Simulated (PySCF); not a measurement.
Computed XPS line lists of a few unrelated compounds.

Level of theory: delta-SCF UKS SCAN, pcX-2 on the ionised atom, pcseg-1 elsewhere, spin-free X2C in PySCF. Geometries: PBE0-D3(BJ)/def2-SVP; isolated species, one conformer each.

Line lists (1s up to Mg, 2p3/2 beyond, nothing for As or Br; areas count atoms within a level, one atom standing for each set equivalent by bonding):
1. C 1s: 291.07 (area 1), 291.66 (area 1), 291.70 (area 1), 292.11 (area 1), 292.61 (area 1) eV; N 1s: 404.84 eV
2. C 1s: 290.77 (area 4), 291.60 (area 2) eV
3. F 1s: 694.18 (area 2), 695.12 (area 3) eV; P 2p3/2: 144.36 eV
4. C 1s: 290.05 (area 1), 290.66 (area 1), 290.66 (area 1) eV

Structures:
A. `Brc1ccc(Br)cc1`
B. `C=CC[AsH2]`
C. `C=CC#CC#N`
D. `FP(F)(F)(F)F`

Question: Match each list to its structure.

Answer: 
- 1 = C: no other candidate has this set of levels. C 1s: 291.07 terminal =CH2 carbon, 291.66 alkyne carbon, 291.70 alkyne carbon, 292.11 alkene CH carbon, 292.61 nitrile carbon; N 1s: 404.84 nitrile nitrogen.
- 2 = A: no other candidate has these counts of sites. C 1s: 290.77 aromatic CH carbon (×4), 291.60 aromatic C–Br carbon (×2).
- 3 = D: no other candidate has this set of levels. F 1s: 694.18 phosphorus-bound fluorine (×2), 695.12 phosphorus-bound fluorine (×3); P 2p3/2: 144.36 phosphorus bonded to 5 F.
- 4 = B: no other candidate has these counts of sites. C 1s: 290.05 terminal =CH2 carbon, 290.66 allylic carbon, 290.66 alkene CH carbon.

Spin–orbit and ligand-field terms were added within each 2p shell after the spin-free SCF. 4 of these hole states are spin-contaminated (⟨S²⟩ up to 0.99, against 0.75; counted from 0.85) and less certain.
